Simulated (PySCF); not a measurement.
Isomers of C7H13FO2, mass 148.090 u with the commonest isotopes. The calculation used PBE0/pcSseg-1 in PySCF (dipole) on a GFN2-xTB geometry, gas phase. One conformer each, none proved a minimum here; rigid rotors.

Question: Order these by rotational constant B, smallest first.
A. `[CH3:1][O:2][C@@H:3]1[CH2:4][CH2:5][C@@H:6]([CH2:7][F:8])[CH2:9][O:10]1` with C1–O2–C3–C4 -169°, C5–C6–C7–F8 -61°, O2–C3–C4–C5 -71°, C3–C4–C5–C6 -51°, C4–C5–C6–C7 -70°, C5–C6–C9–O10 -57°
B. `[CH3:1][O:2][C@@:3]1([F:4])[CH2:5][CH2:6][CH2:7][CH2:8][O:9][CH2:10]1` with C1–O2–C3–F4 58°, O2–C3–C5–C6 -156°, C3–C5–C6–C7 -78°, C5–C6–C7–C8 56°, C6–C7–C8–O9 -70°
C. `[CH3:1][O:2][CH2:3][C@@:4]([F:5])([O:6][CH3:7])[CH:8]1[CH2:9][CH2:10]1` with C1–O2–C3–C4 -72°, O2–C3–C4–F5 71°, C3–C4–O6–C7 -178°, C3–C4–C8–C9 -72°
D. `[CH3:1][CH2:2][C@@:3]1([O:4][C@H:5]([CH3:6])[F:7])[CH2:8][CH2:9][O:10]1` with C1–C2–C3–O4 -58°, C2–C3–O4–C5 -71°, C3–O4–C5–C6 -155°

Answer: A (776.5 MHz), B (1012 MHz), D (1111 MHz), C (1155 MHz).

Question: Order these by rotational constant C, largest first.
A. `[CH3:1][CH2:2][C@@:3]1([O:4][C@H:5]([CH3:6])[F:7])[CH2:8][CH2:9][O:10]1` with C1–C2–C3–O4 -58°, C2–C3–O4–C5 -71°, C3–O4–C5–C6 -155°
B. `[CH3:1][O:2][CH2:3][C@@:4]([F:5])([O:6][CH3:7])[CH:8]1[CH2:9][CH2:10]1` with C1–O2–C3–C4 -72°, O2–C3–C4–F5 71°, C3–C4–O6–C7 -178°, C3–C4–C8–C9 -72°
C. `[CH3:1][O:2][C@@H:3]1[CH2:4][CH2:5][C@H:6]([CH2:7][F:8])[CH2:9][O:10]1` with C1–O2–C3–C4 -170°, C5–C6–C7–F8 177°, O2–C3–C4–C5 -69°, C3–C4–C5–C6 -55°, C4–C5–C6–C7 178°, C5–C6–C9–O10 -58°
D. `[CH3:1][O:2][C@@H:3]1[CH2:4][CH2:5][C@@H:6]([CH2:7][F:8])[CH2:9][O:10]1` with C1–O2–C3–C4 -169°, C5–C6–C7–F8 -61°, O2–C3–C4–C5 -71°, C3–C4–C5–C6 -51°, C4–C5–C6–C7 -70°, C5–C6–C9–O10 -57°
E. `[CH3:1][CH2:2][CH2:3][C@@H:4]1[O:5][CH2:6][CH2:7][O:8][C@@H:9]1[F:10]` with C1–C2–C3–C4 180°, C2–C3–C4–O5 -64°, C3–C4–O5–C6 -177°, C4–O5–C6–C7 59°, O5–C6–C7–O8 -58°, C6–C7–O8–C9 56°

Answer: B (859.1 MHz), A (813.6 MHz), D (713.7 MHz), C (691.7 MHz), E (664.4 MHz).

Question: Order these by dipole moment, smallest first.
A. `[CH3:1][CH2:2][C@@:3]1([O:4][C@H:5]([CH3:6])[F:7])[CH2:8][CH2:9][O:10]1` with C1–C2–C3–O4 -58°, C2–C3–O4–C5 -71°, C3–O4–C5–C6 -155°
B. `[CH3:1][O:2][CH2:3][C@@:4]([F:5])([O:6][CH3:7])[CH:8]1[CH2:9][CH2:10]1` with C1–O2–C3–C4 -72°, O2–C3–C4–F5 71°, C3–C4–O6–C7 -178°, C3–C4–C8–C9 -72°
C. `[CH3:1][O:2][C@@H:3]1[CH2:4][CH2:5][C@@H:6]([CH2:7][F:8])[CH2:9][O:10]1` with C1–O2–C3–C4 -169°, C5–C6–C7–F8 -61°, O2–C3–C4–C5 -71°, C3–C4–C5–C6 -51°, C4–C5–C6–C7 -70°, C5–C6–C9–O10 -57°
D. `[CH3:1][CH2:2][CH2:3][C@@H:4]1[O:5][CH2:6][CH2:7][O:8][C@@H:9]1[F:10]` with C1–C2–C3–C4 180°, C2–C3–C4–O5 -64°, C3–C4–O5–C6 -177°, C4–O5–C6–C7 59°, O5–C6–C7–O8 -58°, C6–C7–O8–C9 56°
E. `[CH3:1][CH2:2][O:3]/[C:4]([O:5][CH3:6])=[C:7](/[CH3:8])[CH2:9][F:10]` with C1–C2–O3–C4 -80°, C2–O3–C4–O5 -65°, O3–C4–O5–C6 -48°, C4–C7–C9–F10 -107°
F. `[CH3:1][O:2][C@@:3]1([F:4])[CH2:5][CH2:6][CH2:7][CH2:8][O:9][CH2:10]1` with C1–O2–C3–F4 58°, O2–C3–C5–C6 -156°, C3–C5–C6–C7 -78°, C5–C6–C7–C8 56°, C6–C7–C8–O9 -70°

Answer: F (0.57 D), B (1.30 D), D (1.75 D), C (1.88 D), A (2.07 D), E (2.70 D).

```json
{"SMILES": "COC[C@@](F)(OC)C1CC1", "point group": "C1", "Ia (u·Å²)": "290.08", "Ib (u·Å²)": "437.58", "Ic (u·Å²)": "588.23", "κ": "-0.33", "μa (D)": "1.05", "μb (D)": "0.48", "μc (D)": "0.59"}
{"SMILES": "CO[C@@H]1CC[C@@H](CF)CO1", "point group": "C1", "Ia (u·Å²)": "162.06", "Ib (u·Å²)": "650.84", "Ic (u·Å²)": "708.09", "κ": "-0.95", "μa (D)": "1.72", "μb (D)": "0.76", "μc (D)": "0.13"}
{"SMILES": "CO[C@@]1(F)CCCCOC1", "point group": "C1", "Ia (u·Å²)": "210.64", "Ib (u·Å²)": "499.38", "Ic (u·Å²)": "584.04", "κ": "-0.81", "μa (D)": "0.20", "μb (D)": "0.37", "μc (D)": "0.38"}
{"SMILES": "CO[C@@H]1CC[C@H](CF)CO1", "point group": "C1", "Ia (u·Å²)": "198.77", "Ib (u·Å²)": "654.47", "Ic (u·Å²)": "730.62", "κ": "-0.91", "μa (D)": "1.25", "μb (D)": "1.19", "μc (D)": "0.85"}
{"SMILES": "CC[C@@]1(O[C@H](C)F)CCO1", "point group": "C1", "Ia (u·Å²)": "286.00", "Ib (u·Å²)": "455.07", "Ic (u·Å²)": "621.13", "κ": "-0.38", "μa (D)": "1.67", "μb (D)": "0.95", "μc (D)": "0.77"}
{"SMILES": "CCC[C@@H]1OCCO[C@@H]1F", "point group": "C1", "Ia (u·Å²)": "194.55", "Ib (u·Å²)": "644.22", "Ic (u·Å²)": "760.62", "κ": "-0.88", "μa (D)": "0.02", "μb (D)": "1.39", "μc (D)": "1.06"}
{"SMILES": "CCO/C(OC)=C(/C)CF", "point group": "C1", "Ia (u·Å²)": "338.19", "Ib (u·Å²)": "454.51", "Ic (u·Å²)": "703.01", "κ": "0.01", "μa (D)": "2.59", "μb (D)": "0.12", "μc (D)": "0.74"}
```
